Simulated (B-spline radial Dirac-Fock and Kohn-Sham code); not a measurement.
The computed values come from a radial B-spline solver: Dirac-Fock orbitals of the configuration average with a finite nucleus.

Q: This computed X-ray form factor belongs to an atom or ion in its tabulated ground configuration. Which?

```csv
sin θ/λ (Å⁻¹),f₀
0.15,4.992
0.2,4.986
0.31,4.966
0.36,4.955
0.42,4.938
0.67,4.845
0.78,4.792
1.24,4.501
1.68,4.144
```

A: Sn⁴⁵⁺, with 5 electrons in [He] 2s2 2p1. f₀ tends to the number of electrons as s goes to zero, which the first rows give only roughly, and the rate of fall reflects the nuclear charge, 50.

Q: This computed X-ray form factor belongs to an atom or ion in its tabulated ground configuration. Which?

| sin θ/λ (Å⁻¹) | f₀ |
| --- | --- |
| 0.2 | 51.592 |
| 0.25 | 50.315 |
| 0.3 | 48.825 |
| 0.7 | 33.734 |
| 0.8 | 30.246 |
| 0.9 | 27.177 |
| 1.2 | 20.617 |
| 1.6 | 16.192 |
| 5 | 4.495 |

A: Hf¹⁸⁺, with 54 electrons in [Kr] 4d10 4f8. f₀ tends to the number of electrons as s goes to zero, which the first rows give only roughly, and the rate of fall reflects the nuclear charge, 72.

Q: This computed X-ray form factor belongs to an atom or ion in its tabulated ground configuration. Which?

```
sin θ/λ (Å⁻¹)      f₀
         0.09  32.498
         0.12  32.119
         0.14  31.815
         0.18  31.094
         0.64  19.954
          1.5   8.467
         1.85   6.598
         2.29   5.428
         5.36   1.723
```

A: Ru¹¹⁺, with 33 electrons in [Ar] 3d10 4s2 4p3. f₀ tends to the number of electrons as s goes to zero, which the first rows give only roughly, and the rate of fall reflects the nuclear charge, 44.

Q: This computed X-ray form factor belongs to an atom or ion in its tabulated ground configuration. Which?

| sin θ/λ (Å⁻¹) | f₀ |
| --- | --- |
| 0.09 | 11.974 |
| 0.12 | 11.954 |
| 0.15 | 11.928 |
| 0.19 | 11.884 |
| 0.24 | 11.817 |
| 1.17 | 8.930 |
| 1.86 | 6.756 |
| 3.69 | 3.098 |
| 5.83 | 1.487 |

A: Ru³²⁺, with 12 electrons in [Ne] 3s2. f₀ tends to the number of electrons as s goes to zero, which the first rows give only roughly, and the rate of fall reflects the nuclear charge, 44.
